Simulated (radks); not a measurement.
Results of a calculation; reference values are marked as such.
Task: Coherent X-ray form factor from a spherical all-electron density. Level of theory: Dirac Kohn-Sham, BLYP, spin-unpolarised, spherical densities, finite nucleus; Fermi nuclear charge, rms radius of each element as measured or else 0.836 A^(1/3) + 0.57 fm (a radial shooting solver on a logarithmic mesh with Libxc functionals).

| sin(theta)/lambda (1/angstrom) | f0 (electrons) |
|---|---|
| 0.05 | 22.238 |
| 0.1 | 20.509 |
| 0.15 | 18.641 |
| 0.2 | 16.940 |
| 0.25 | 15.401 |
| 0.3 | 13.986 |
| 0.4 | 11.544 |
| 0.5 | 9.694 |
| 0.6 | 8.401 |
| 0.8 | 6.895 |
| 1 | 5.963 |
| 1.25 | 4.927 |
| 1.5 | 3.954 |
| 2 | 2.511 |

The species is in the configuration that NIST lists as its ground one. Which atom or ion scatters so?

Result: Neutral vanadium, [Ar] 3d3 4s2. Extrapolating in s^2 from the first two rows gives f0(0) = 22.8, near the electron count 23; among species with that count, the fall with angle is slower the higher Z, and the table is that of Z = 23; from so few rows the species is fixed only to a neighbour or two.
